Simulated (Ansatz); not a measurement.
Molecule: SbF₃ (charge 0, singlet). SMILES: [F][Sb]([F])[F]
Geometry: optimised at B3LYP-D3(BJ)/def2-TZVP (Ansatz, an electronic-structure program).

Parts of the frozen-core correlation energy in def2-TZVPP (Ansatz, hartree). Frozen orbitals: 12; correlated occupied orbitals by spin: 13 and 13; virtual: 118 and 118. Spin-orbit coupling is left out. Past Kr the def2 sets carry scalar-relativistic core potentials.

| term | value |
|---|---|
| reference (HF) | -537.80848 |
| MP2 opposite-spin | ___ |
| MP2 same-spin | ___ |
| CCSD correlation | -0.87666 |
| (T) | ___ |
| T1 diagnostic | 0.016 |
| largest doubles amplitude | 0.054 |

Q: What belongs in the gaps?

A: 
- MP2 opposite-spin, value: -0.64799
- MP2 same-spin, value: -0.23112
- (T), value: -0.02793
